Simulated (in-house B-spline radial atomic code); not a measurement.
Response of Ce4+ as one setting changes: the share of exact exchange in a PBE hybrid. A dash marks a strongly mixed or unbound state. Computed with an all-electron radial atomic-structure program (B-spline basis): linear response of the closed shell [Kr] 4d10 5s2 5p6 with the functional's adiabatic kernel; scalar-relativistic (spin-free one-electron X2C), finite nucleus, no spin-orbit coupling, no double excitations, S, P, D and F terms only; shells from n = 3 respond. Only terms of natural parity with L up to 3 were computed.

Spin-orbit coupling is strong here, so these LS terms don't match observed levels.

```tsv
share of exact exchange in a PBE hybrid	lowest 1P (eV)	lowest 3P, Tamm-Dancoff (eV)	minus highest occupied level (eV)	α (bohr³)
0	-	5p → 5d 23.083	60.06	5.847
0.1	?	?	?	?
0.2	-	5p → 5d 23.175	61.57	5.823
0.3	5p → 5d 30.40	5p → 5d 23.220	62.32	5.812
0.4	5p → 5d 30.50	5p → 5d 23.264	63.07	5.801
0.5	5p → 5d 30.59	5p → 5d 23.308	63.82	5.79
0.6	5p → 5d 30.67	5p → 5d 23.350	64.57	5.78
0.7	5p → 5d 30.75	5p → 5d 23.393	65.33	5.77
0.8	5p → 5d 30.83	5p → 5d 23.434	66.08	5.76
0.9	?	?	?	?
1	5p → 5d 30.98	5p → 5d 23.515	67.58	5.741
```

Question: What belongs in the row for 0.1?

Answer: lowest 1P (eV): -; lowest 3P, Tamm-Dancoff (eV): 5p → 5d 23.129; minus highest occupied level (eV): 60.81; α (bohr³): 5.835.

Question: What belongs in the row for 0.9?

Answer: lowest 1P (eV): 5p → 5d 30.90; lowest 3P, Tamm-Dancoff (eV): 5p → 5d 23.475; minus highest occupied level (eV): 66.83; α (bohr³): 5.75.
